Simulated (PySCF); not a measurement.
Level of theory: PySCF 2.14.0 with B3LYP-D3(BJ)/def2-TZVP // r2SCAN-D4/def2-SVP. Isolated molecules, 0 K electronic values unless said otherwise. B3LYP has the VWN-RPA correlation part, as in Gaussian. 

Reference species: [Y(Cl)3] (neutral, multiplicity 1).

```yaml
mean_distance_from_the_central_atom_to_its_bonded_neighbours: 2.443 Å
charge on the central atom (Mulliken): 1.24 e
coordination_number: 3
```

After one change: the mean distance from the central atom to its bonded neighbours falls by 0.146 Å; the charge on the central atom (Mulliken) rises by 0.12 e; the coordination number is nearly the same.

What was changed between the two runs? The new species is one of these.
(A) [Y(F)3]
(B) [Y(Cl)(F)2]
(C) [Y(Cl)2(F)]

C, [Y(Cl)2(F)]
